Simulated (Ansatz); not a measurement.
Ansatz (a first-principles code) input (CCSD(T)/cc-pV(Q+d)Z):
A basis named .json is the Basis Set Exchange file of that set.

Ansatz 0.2 input:
```yaml
crystal:
  periodic: [false, false, false]
  atoms:
    - {symbol: Si, position_ang: [-0.35704384, -0.37030622, 0.01324694]}
    - {symbol: O, position_ang: [-0.70981635, 1.20507071, -0.33057148]}
    - {symbol: O, position_ang: [1.26692032, -0.64190074, 0.17883183]}
    - {symbol: H, position_ang: [-0.90499835, -0.77209832, 1.34088646]}
    - {symbol: H, position_ang: [-0.39333793, 1.90054999, 0.25627570]}
    - {symbol: H, position_ang: [1.84011813, -0.44952425, -0.56870202]}
basis:
  gaussian:
    orbitals: cc-pV_Q+d_Z.json
magnetization: {spin_polarized: true, initial_magnetization: 1}
correlation: {method: ccsd_t, electrons: outside_noble_gas}
```

End of the output:

```
integrals: 3.09 GiB planned
1599 factors; integrals over basis functions are off by at most 6.0e-4 eV
1.59 GiB of device memory are held for the factors and their scratch space
mean field: 1.23 GiB planned
mean field evaluation 1: about -11983.8101 eV, gradient 3.4e1 eV
mean field evaluation 2: about -11983.8115 eV, gradient 3.4e1 eV
mean field evaluation 4: about -11988.0913 eV, gradient 2.5e0 eV
mean field evaluation 8: about -11988.1875 eV, gradient 1.7e-1 eV
mean field evaluation 16: about -11988.1745 eV, gradient 7.2e-1 eV
mean field -11988.18809312 eV, -440.5577865365 hartree, gradient 3.7e-6 eV, S^2 0.753868; 0 other end points of the search recorded, 0 dependent functions left out
7 core orbitals not correlated
reference -11988.18809312 eV, -440.5577865365 hartree; 10, 9 occupied and 247, 248 virtual orbitals, 1599 factors
second order -17.23892925 eV of doubles, -0.00000000 eV of singles
coupled cluster: 25.23 GiB planned
cycle   1  -17.02420522 eV  change    2.1e-1 eV  update   8.5e-2
cycle   2  -17.40563174 eV  change   -3.8e-1 eV  update   2.6e-2
cycle   3  -17.49832552 eV  change   -9.3e-2 eV  update   1.4e-2
cycle   4  -17.48664409 eV  change    1.2e-2 eV  update   4.3e-3
cycle   5  -17.48551290 eV  change    1.1e-3 eV  update   2.3e-3
cycle   6  -17.48641368 eV  change   -9.0e-4 eV  update   7.6e-4
cycle   7  -17.48630583 eV  change    1.1e-4 eV  update   3.3e-4
cycle   8  -17.48637417 eV  change   -6.8e-5 eV  update   1.1e-4
cycle   9  -17.48639937 eV  change   -2.5e-5 eV  update   4.4e-5
cycle  10  -17.48637869 eV  change    2.1e-5 eV  update   1.9e-5
perturbative correction -0.65538164 eV, -0.0240848312 hartree
Total energy: -12006.32985346 eV, -441.2244839319 hartree
```

It need not be the lowest isomer of its formula.
